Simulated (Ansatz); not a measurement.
CH$_{5}$Sb (`[CH3][SbH2]`), charge 0, multiplicity 1.

(1) Give a relaxed structure at PBE0-D4/def2-TZVP (the Gaussian-basis code of Ansatz). (Estimate.)

Results:

(1) Ansatz gave: 
```xyz
7

C    -0.7692   -0.2658   -0.3156
Sb    1.2320   -0.4454    0.4816
H    -0.8002   -0.7462   -1.2934
H    -1.4588   -0.7815    0.3525
H    -1.0601    0.7782   -0.4095
H     0.9732    0.6996    1.7266
H     1.8831    0.7611   -0.5421
```
Point group Cs.
